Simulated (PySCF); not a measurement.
# Electron correlation in Os (osmium, neutral)

[Xe] 4f14 5d6 6s1 6p1, one real determinant (an excited configuration). Computed with PySCF 2.14 in aug-cc-pVTZ-PP with ECP60MDF (6s6p5d3f2g, 88 functions), with a scalar-relativistic core potential. Frozen: 5s2 5p6; 8 electrons correlated.

```csv
level,correlation energy (mhartree)
CCSD,-146.26
(T),-5.74
CCSD(T),-152.00
```

Diagnostics: T1 = 0.010, D1 = 0.0317, largest double amplitude 0.049.

The real determinant used has ⟨L²⟩ near 8 against 12 for a pure F term, so it mixes terms. Spin-orbit coupling, absent here, splits the open shell strongly.

Cost of the coupled-cluster step: about 60 core-seconds, for 8 correlated electrons.

Iterations:

```
CC2 = 0
CCSD nocc = (np.int64(7), np.int64(1)), nmo = (84, 84)
frozen orbitals [[0, 1, 2, 3], [0, 1, 2, 3]]
max_cycle = 100
direct = 0
conv_tol = 1e-08
conv_tol_normt = 1e-06
diis_space = 8
diis_start_cycle = 0
Init t2, MP2 energy = -0.139991421084772
Init E_corr(UCCSD) = -0.139991421109994
cycle = 1  E_corr(UCCSD) = -0.143647322175074  dE = -0.00365590107  norm(t1,t2) = 0.0346447
cycle = 2  E_corr(UCCSD) = -0.144941602649961  dE = -0.00129428047  norm(t1,t2) = 0.0159476
cycle = 3  E_corr(UCCSD) = -0.145844635862257  dE = -0.000903033212  norm(t1,t2) = 0.010501
cycle = 4  E_corr(UCCSD) = -0.146007651506866  dE = -0.000163015645  norm(t1,t2) = 0.00669122
cycle = 5  E_corr(UCCSD) = -0.146178982043558  dE = -0.000171330537  norm(t1,t2) = 0.00396825
cycle = 6  E_corr(UCCSD) = -0.146263945023607  dE = -8.496298e-05  norm(t1,t2) = 0.00168989
cycle = 7  E_corr(UCCSD) = -0.1462614571228  dE = 2.48790081e-06  norm(t1,t2) = 0.000607796
cycle = 8  E_corr(UCCSD) = -0.146259680320791  dE = 1.77680201e-06  norm(t1,t2) = 0.000230898
cycle = 9  E_corr(UCCSD) = -0.146260650459288  dE = -9.70138498e-07  norm(t1,t2) = 9.99613e-05
cycle = 10  E_corr(UCCSD) = -0.146260864802537  dE = -2.14343249e-07  norm(t1,t2) = 3.87015e-05
cycle = 11  E_corr(UCCSD) = -0.14626070770107  dE = 1.57101467e-07  norm(t1,t2) = 1.71008e-05
cycle = 12  E_corr(UCCSD) = -0.146260710870845  dE = -3.16977503e-09  norm(t1,t2) = 8.4083e-06
cycle = 13  E_corr(UCCSD) = -0.146260774868887  dE = -6.39980426e-08  norm(t1,t2) = 2.8398e-06
cycle = 14  E_corr(UCCSD) = -0.146260788875008  dE = -1.40061204e-08  norm(t1,t2) = 1.01396e-06
cycle = 15  E_corr(UCCSD) = -0.146260790980999  dE = -2.10599155e-09  norm(t1,t2) = 4.62065e-07
UCCSD converged
E(UCCSD) = -90.1644178732771  E_corr = -0.1462607909809995
UCCSD(T) correction = -0.00574199296698955
```

The reference is one real determinant that mixes LS terms of this configuration.
